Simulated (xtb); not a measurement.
ISn, charge +1, singlet, from a rough starting geometry (GFN-xTB shapes and energies of metal compounds can be far from the true ones); GFN2-xTB (xtb).

xtb was given this input:
```
$ xtb mol.xyz --gfn 2 --chrg 1 --opt vtight --json

# file mol.xyz
2

Sn    -0.87454807    -0.69084022    -0.75079392
I      0.82918943     0.69619952     0.74076940
```

The log (banner, timings and long lists left out):

```
   ID    Z sym.   atoms
    1   50 Sn     1
    2   53 I      2

           -------------------------------------------------
          |                Calculation Setup                |
           -------------------------------------------------

           -------------------------------------------------
          |                 G F N 2 - x T B                 |
           -------------------------------------------------

          ...................................................
          :                      SETUP                      :
          :.................................................:
          :  # basis functions                  20          :
          :  # atomic orbitals                  18          :
          :  # shells                            6          :
          :  # electrons                        10          :
          :  max. iterations                   250          :
          :  Hamiltonian                  GFN2-xTB          :
          :  restarted?                      false          :
          :  GBSA solvation                  false          :
          :  PC potential                    false          :
          :  electronic temp.          300.0000000     K    :
          :  accuracy                    1.0000000          :
          :  -> integral cutoff          0.2500000E+02      :
          :  -> integral neglect         0.1000000E-07      :
          :  -> SCF convergence          0.1000000E-05 Eh   :
          :  -> wf. convergence          0.1000000E-03 e    :
          :  Broyden damping             0.4000000          :
          :  net charge                          1          :
          :  unpaired electrons                  0          :
          ...................................................

 iter      E             dE          RMSdq      gap      omega  full diag
   1     -3.8431281 -0.384313E+01  0.115E+02    1.39       0.0  T
   2     -4.1812800 -0.338152E+00  0.801E+01    7.84       1.0  T
   3     -5.4688792 -0.128760E+01  0.127E+01    5.11       1.0  T
   4     -5.5646744 -0.957952E-01  0.375E+01    3.71       1.0  T
   5     -5.4001210  0.164553E+00  0.508E+01    3.18       1.0  T
   6     -5.4620165 -0.618955E-01  0.343E+01    6.07       1.0  T
   7     -5.5156615 -0.536450E-01  0.233E+01    5.59       1.0  T
   8     -5.5188791 -0.321758E-02  0.227E+01    5.56       1.0  T
   9     -5.5290170 -0.101379E-01  0.147E+01    4.20       1.0  T
  10     -5.5700509 -0.410339E-01  0.501E+00    4.58       1.0  T
  11     -5.5741135 -0.406265E-02  0.193E+00    4.70       1.0  T
  12     -5.5748279 -0.714414E-03  0.386E-01    4.75       1.0  T
  13     -5.5748608 -0.329170E-04  0.403E-02    4.77       1.8  T
  14     -5.5748603  0.546512E-06  0.281E-02    4.77       2.5  T
  15     -5.5748609 -0.566358E-06  0.498E-03    4.77      14.2  T
  16     -5.5748609 -0.250970E-08  0.446E-04    4.77     158.5  T
  17     -5.5748609 -0.808331E-10  0.118E-04    4.77     601.6  T

   *** convergence criteria satisfied after 17 iterations ***

         :::::::::::::::::::::::::::::::::::::::::::::::::::::
         ::                     SUMMARY                     ::
         :::::::::::::::::::::::::::::::::::::::::::::::::::::
         :: total energy              -5.569295581143 Eh    ::
         :: gradient norm              0.007805025235 Eh/a0 ::
         :: HOMO-LUMO gap              4.768066473235 eV    ::
         ::.................................................::
         :: SCC energy                -5.574860857065 Eh    ::
         :: -> isotropic ES            0.054136105791 Eh    ::
         :: -> anisotropic ES         -0.006944168242 Eh    ::
         :: -> anisotropic XC         -0.020885224272 Eh    ::
         :: -> dispersion             -0.001158656713 Eh    ::
         :: repulsion energy           0.005565275922 Eh    ::
         :: add. restraining           0.000000000000 Eh    ::
[...]
 * total energy  :    -5.5692956 Eh     change       -0.1388933E-10 Eh
 * total energy  :    -5.5610055 Eh     change        0.8290110E-02 Eh
 * total energy  :    -5.5692586 Eh     change       -0.8253106E-02 Eh
 * total energy  :    -5.5693491 Eh     change       -0.9049410E-04 Eh
 * total energy  :    -5.5693988 Eh     change       -0.4970570E-04 Eh
 * total energy  :    -5.5693989 Eh     change       -0.1192552E-06 Eh
 * total energy  :    -5.5693989 Eh     change       -0.3078279E-07 Eh
   *** GEOMETRY OPTIMIZATION CONVERGED AFTER 7 ITERATIONS ***
         :: total energy              -5.569398927821 Eh    ::
[...]
         :: -> anisotropic ES         -0.006890964229 Eh    ::
         :: -> anisotropic XC         -0.020587068078 Eh    ::
         :: -> dispersion             -0.001158414816 Eh    ::
         :: repulsion energy           0.004811719322 Eh    ::
         :: add. restraining           0.000000000000 Eh    ::
         :: total charge               1.000000000000 e     ::
         :::::::::::::::::::::::::::::::::::::::::::::::::::::

           -------------------------------------------------
          |                Property Printout                |
           -------------------------------------------------

    * Orbital Energies and Occupations

         #    Occupation            Energy/Eh            Energy/eV
      -------------------------------------------------------------
         1        2.0000           -1.1518095             -31.3423
         2        2.0000           -0.9650469             -26.2603
         3        2.0000           -0.6639464             -18.0669
         4        2.0000           -0.6639464             -18.0669
         5        2.0000           -0.6639458             -18.0669 (HOMO)
         6                         -0.4897058             -13.3256 (LUMO)
         7                         -0.4897058             -13.3256
         8                         -0.4557140             -12.4006
         9                         -0.4454243             -12.1206
        10                         -0.4454243             -12.1206
        11                         -0.3822979             -10.4029
        12                         -0.3822979             -10.4029
        13                         -0.2159859              -5.8773
        14                         -0.2159859              -5.8773
        15                         -0.2087701              -5.6809
        16                         -0.1316245              -3.5817
       ...                                ...                  ...
        18                          0.4187079              11.3936
      -------------------------------------------------------------
                  HL-Gap            0.1742400 Eh            4.7413 eV
             Fermi-level           -0.5768258 Eh          -15.6962 eV

     #   Z          covCN         q      C6AA      α(0)
     1  50 Sn       0.873     0.754   463.996    47.293
     2  53 I        0.873     0.246   354.280    32.493

 Mol. C6AA /au·bohr⁶  :       1612.757580
 Mol. C8AA /au·bohr⁸  :     176079.897830
 Mol. α(0) /au        :         79.785315

Wiberg/Mayer (AO) data.
largest (>0.10) Wiberg bond orders for each atom

 ---------------------------------------------------------------------------
     #   Z sym  total        # sym  WBO       # sym  WBO       # sym  WBO
 ---------------------------------------------------------------------------
     1  50 Sn   1.959 --     2 I    1.959
     2  53 I    1.959 --     1 Sn   1.959
 ---------------------------------------------------------------------------

Topologies differ in total number of bonds
Writing topology from bond orders to xtbtopo.mol

molecular dipole:
                 x           y           z       tot (Debye)
 q only:       -0.867      -0.666      -0.731
   full:       -3.207      -2.571      -2.779      12.610
molecular quadrupole (traceless):
                xx          xy          yy          xz          yz          zz
 q only:        0.820       3.249      -0.630       3.514       2.817      -0.190
  q+dip:        1.519       5.529      -1.161       6.017       4.732      -0.357
   full:        0.351       0.533      -0.260       0.645       0.358      -0.092

optimized geometry written to: xtbopt.xyz

           -------------------------------------------------
          | TOTAL ENERGY               -5.569398927821 Eh   |
          | GRADIENT NORM               0.000000260835 Eh/α |
          | HOMO-LUMO GAP               4.741312041341 eV   |
           -------------------------------------------------
```
